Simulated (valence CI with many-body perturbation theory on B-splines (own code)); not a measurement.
**Energy levels of Tm⁴⁵⁺**

Level of theory: relativistic CI+MBPT: six valence electrons over a frozen Dirac-Fock core [Ar], radial functions for each j: 7 s, 7 p, 8 d, 6 f, 4 g, 1 h, with the one-electron correlation potential Σ1 (screened to all orders), the two-electron term Σ2, the three-electron term Σ3, Breit, model QED; selected single and double excitations, second order for the rest, scaled by the run's own slope (own B-spline code, finite nucleus).

No measured spectrum was set against this ion. As an estimate, large intervals hold to a few tenths of a per cent, small ones and those within an open d or f shell to about a per cent. Core correlation moves these levels by up to 12000 cm⁻¹, and in measured spectra 5 to 20 % of such shifts remained as error; rates that hang on mixing are uncertain with them. Among the levels kept, up to 1000 cm⁻¹ of a level comes from second order outside the variational space, and about a tenth of that is noise between levels of different J, which matters for small intervals. Only levels of the ground parity were solved; by the run's estimate the other parity begins above the list, which can be wrong where configurations are misplaced.

Levels 1 to 34 of 34, with energies above the lowest level, (3d3/2^4 3d5/2^2) J=4. "Leading %" is the weight of the configuration and term that name the level; weights of strongly mixed levels are sums over their largest components and can fall short, and the name can then belong to a minority configuration. In the jj column 3d3/2^4 stands for four electrons in 3d with j = 3/2. Lifetimes count E1, E2, E3, M1 and M2 decay at the calculated energies, and are blank where another channel may lead or the interval is too uncertain; long ones can be off by a factor of two.

```tsv
No.	Configuration	Term	J	E (eV)	Leading %	Leading jj	Lifetime
1	3d6	3F	4	0.00	40	3d3/2^4 3d5/2^2 (96 %)	
2	3d6	3P	2	6.85	41	3d3/2^4 3d5/2^2 (96 %)	69.3 s
3	3d6	3P	0	22.10	51	3d3/2^4 3d5/2^2 (88 %)	374 ms
4	3d6	5D	3	43.29	66	3d3/2^3 3d5/2^3 (96 %)	879 ns
5	3d6	5D	4	45.21	43	3d3/2^3 3d5/2^3 (96 %)	943 ns
6	3d6	5D	1	47.62	50	3d3/2^3 3d5/2^3 (96 %)	819 ns
7	3d6	3G	5	52.39	60	3d3/2^3 3d5/2^3 (100 %)	4.30 μs
8	3d6	3H	6	52.39	68	3d3/2^3 3d5/2^3 (99 %)	126 ms
9	3d6	3F	2	58.32	48	3d3/2^3 3d5/2^3 (96 %)	1.36 μs
10	3d6	3D	3	59.57	30	3d3/2^3 3d5/2^3 (98 %)	1.89 μs
11	3d6	3P	0	68.58	72	3d3/2^3 3d5/2^3 (85 %)	
12	3d6	1G	4	71.63	41	3d3/2^3 3d5/2^3 (94 %)	25.5 μs
13	3d6	3D	2	71.81	36	3d3/2^3 3d5/2^3 (88 %)	5.01 μs
14	3d6	3P	1	72.30	60	3d3/2^3 3d5/2^3 (96 %)	1.79 μs
15	3d6	3F	3	74.49	55	3d3/2^3 3d5/2^3 (99 %)	2.75 μs
16	3d6	5D	2	92.22	60	3d3/2^2 3d5/2^4 (96 %)	385 ns
17	3d6	5D	0	95.18	62	3d3/2^2 3d5/2^4 (96 %)	345 ns
18	3d6	3H	4	97.98	42	3d3/2^2 3d5/2^4 (98 %)	462 ns
19	3d6	5D	3	101.21	28	3d3/2^2 3d5/2^4 (93 %)	505 ns
20	3d6	3H	5	101.70	60	3d3/2^2 3d5/2^4 (100 %)	838 ns
21	3d6	1I	6	104.90	68	3d3/2^2 3d5/2^4 (99 %)	1.36 μs
22	3d6	3G	3	107.56	43	3d3/2^2 3d5/2^4 (98 %)	749 ns
23	3d6	3D	1	110.53	48	3d3/2^2 3d5/2^4 (94 %)	612 ns
24	3d6	1G	4	112.23	53	3d3/2^2 3d5/2^4 (95 %)	938 ns
25	3d6	3F	2	113.21	34	3d3/2^2 3d5/2^4 (94 %)	792 ns
26	3d6	3F	2	123.51	69	3d3/2^2 3d5/2^4 (97 %)	517 ns
27	3d6	3F	4	127.45	62	3d3/2^2 3d5/2^4 (97 %)	788 ns
28	3d6	1D	2	144.19	81	3d3/2^2 3d5/2^4 (96 %)	806 ns
29	3d6	3P	1	146.80	63	3d3/2 3d5/2^5 (98 %)	215 ns
30	3d6	1G	4	158.49	41	3d3/2 3d5/2^5 (96 %)	315 ns
31	3d6	1S	0	159.17	79	3d3/2^2 3d5/2^4 (90 %)	547 ns
32	3d6	3P	2	163.92	35	3d3/2 3d5/2^5 (95 %)	333 ns
33	3d6	3F	3	165.76	39	3d3/2 3d5/2^5 (96 %)	359 ns
34	3d6	3P	0	208.05	58	3d5/2^6 (94 %)	165 ns
```

The ionisation energy to 3d5 4P_5/2 of the next ion comes out as 3774.9 eV (NIST: 3775 ± 4 eV (theoretical)). All 34 levels together are meant to be complete up to 216.20 eV.
